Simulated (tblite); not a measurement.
C2H12NPSi2.
Cartesian coordinates in Å at the GFN2-xTB level; atoms count from 1:
```xyz
18
C2H12NPSi2 angstrom
N     -2.0206    1.7215   -1.1784
Si    -1.3077    0.1898   -0.8339
P     -2.4309   -0.5917    0.9489
C      0.4965    0.4881   -0.3053
C      1.0735   -0.7076    0.4493
Si     2.8462   -0.4051    1.0645
H     -3.0227    1.7990   -1.2343
H     -1.5879    2.3237   -1.8590
H     -1.3284   -0.7713   -1.9610
H     -2.1182   -1.9174    0.7102
H     -3.6399   -0.7039    0.2854
H      0.5439    1.3729    0.3309
H      1.1134    0.7009   -1.1793
H      1.0475   -1.5876   -0.1977
H      0.4218   -0.9333    1.2994
H      3.3495   -1.6110    1.7251
H      3.6994   -0.0774   -0.0816
H      2.8559    0.7167    2.0051
```

Computed values, GFN2-xTB/tblite, gas phase, harmonic and unscaled. This tight-binding method is rough: wavenumbers can miss measured ones by several per cent, in bad cases by 10 to 20. Modes of hydrogen on phosphorus and silicon can be 10 to 20 % off. One conformer, not necessarily the lowest.

Harmonic wavenumbers (cm⁻¹): 41.1, 58.2, 85.8, 119.8, 126.4, 152.5, 185.8, 205.0, 242.1, 253.6, 464.3, 493.9, 509.8, 536.4, 614.0, 644.1, 689.9, 697.6, 708.3, 737.8, 760.1, 780.8, 792.7, 795.0, 820.1, 840.5, 900.4, 1068.5, 1070.9, 1155.4, 1195.3, 1266.6, 1313.6, 1481.0, 1482.6, 1514.9, 2078.1, 2245.2, 2259.5, 2263.7, 2296.3, 2383.1, 2930.3, 2961.0, 2970.0, 2983.2, 3474.5, 3511.7.

A = 2874, B = 784.9, C = 656.2 MHz; mass 137.025 u (most abundant isotopes); point group C1, symmetry number 1.

Q: Zero-point energy?

A: ½Σν̃ = 28581 cm⁻¹ = 81.72 kcal/mol.

Q: Entropy at 298.15 K, 1 bar (ideal gas, RRHO, classical rotation)?

A: Translation 40.68, rotation 29.76, vibration 36.43: S = 106.9 cal/(mol K).

Q: And Cp and H(298.15 K) − H(0)?

A: Cp = 43.09 cal/(mol K), of which vibrations give 35.14 (their classical limit is 48 R = 95.4); H(298.15 K) − H(0) = 7.93 kcal/mol without the zero-point energy, 5.56 from vibrations.

Q: How do the functions run with temperature in this model?

A: 
| T (K) | S (cal/(mol K)) | Cp (cal/(mol K)) | H − H(0) (kcal/mol) | G − H(0) (kcal/mol) | ln q(vib) |
| --- | --- | --- | --- | --- | --- |
| 50 | 60.6 | 15.2 | 0.54 | -2.49 | 0.74 |
| 100 | 73.4 | 22.0 | 1.49 | -5.86 | 2.40 |
| 373.15 | 117.3 | 50.0 | 11.43 | -32.35 | 11.28 |
| 500 | 133.3 | 59.3 | 18.39 | -48.26 | 15.06 |
| 750 | 159.9 | 72.0 | 34.92 | -85.04 | 21.92 |
| 1000 | 181.9 | 80.4 | 54.03 | -127.84 | 28.04 |

q(vib) and H(0) count from the zero-point level.

Q: What must be added to the electronic energy to get the Gibbs energy at 298.15 K and 1 bar?

A: ZPE + [H(298.15 K) − H(0)] − T·S = 81.72 + 7.93 − 31.86 = 57.79 kcal/mol.

Q: Which modes carry the vibrational entropy at 298.15 K?

A: 41.1 cm⁻¹: 5.21; 58.2 cm⁻¹: 4.52; 85.8 cm⁻¹: 3.75; 119.8 cm⁻¹: 3.10; 126.4 cm⁻¹: 3.00; 152.5 cm⁻¹: 2.64 cal/(mol K); the other 42 give 14.21 together.

Q: Blend soft modes into free rotors: weight 1/[1 + (100 cm⁻¹/ν̃)⁴] for the oscillator and the rest for a rotor with moment μB/(μ + B), μ = h/(8π²ν), B = 10⁻⁴⁴ kg m². What vibrational entropy results?

A: 33.25 cal/(mol K) in place of 36.43, which changes −T·S at 298.15 K by +0.95 kcal/mol.

Hindered rotation and anharmonicity are outside this model. Other conformers, if any are populated, would add a mixing term that is left out. The structure is chiral; the term R ln 2 for an equal mix with its mirror image is left out.
